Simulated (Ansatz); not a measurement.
```yaml
crystal:
  periodic: [false, false, false]
  atoms:
    - {symbol: C, position_ang: [0.215042, -1.374280, 0.204910]}
    - {symbol: B, position_ang: [0.316451, -0.296228, -0.403213]}
    - {symbol: Cl, position_ang: [1.630914, 0.199863, -1.734013]}
    - {symbol: N, position_ang: [0.321115, 0.779836, 0.241112]}
    - {symbol: C, position_ang: [-1.988614, 2.371622, -0.003818]}
    - {symbol: Cl, position_ang: [-1.988614, 2.071622, -0.053818]}
    - {symbol: H, position_ang: [-0.124947, -2.066823, -0.750599]}
    - {symbol: H, position_ang: [-0.256694, -1.821655, 0.561042]}
    - {symbol: H, position_ang: [1.142255, -2.116058, 0.233602]}
    - {symbol: H, position_ang: [-0.313731, 2.556172, 1.410677]}
basis:
  gaussian: {orbitals: def2-TZVPP}
hamiltonian: {xc: {name: B3LYP5}}
```

```sh
$ ansatz run in.yaml --threads 4 --pin off --events-out ev --progress --plain --max-ram 10444MiB
```

Output, abridged:

```
Functional definition: B3LYP5
  name "B3LYP5"
  cite "Stephens, Devlin, Chabalowski & Frisch, J. Phys. Chem. 98, 11623 (1994) doi:10.1021/j100096a001"
  cite "Becke, Phys. Rev. A 38, 3098 (1988) doi:10.1103/PhysRevA.38.3098"
  cite "Lee, Yang & Parr, Phys. Rev. B 37, 785 (1988) doi:10.1103/PhysRevB.37.785"
  cite "Vosko, Wilk & Nusair, Can. J. Phys. 58, 1200 (1980) doi:10.1139/p80-159"
  parameter a0 = 0.2
  parameter ax = 0.72
  parameter ac = 0.81
  exchange = (1 - a0 - ax)*slater_x + ax*b88_x + a0*exact_x
  correlation = (1 - ac)*vwn5_c + ac*lyp_c
1546 factors; their error is unknown
mean field evaluation 1: about -28151.9945 eV, gradient 3.2e2 eV
mean field evaluation 2: about -27158.2526 eV, gradient 5.3e2 eV
mean field evaluation 4: about -28178.0184 eV, gradient 1.6e2 eV
mean field evaluation 8: about -28264.2219 eV, gradient 5.8e1 eV
mean field evaluation 16: about -28274.2311 eV, gradient 1.2e0 eV
mean field evaluation 32: about -28274.3290 eV, gradient 2.5e0 eV
mean field -28274.38699549 eV, -1039.0645570163 hartree, gradient 2.5e-5 eV, S^2 0.000000; 5 other end points of the search recorded, 0 dependent functions left out
reference -28274.38729453 eV, -1039.0645680059 hartree; 31, 31 occupied and 233, 233 virtual orbitals, 1546 factors
Total energy: -28274.38729453 eV, -1039.0645680059 hartree
```

In this input one atom was put on top of another. The calculation finished and met its thresholds. The result belongs to that input, not to the molecule as meant.
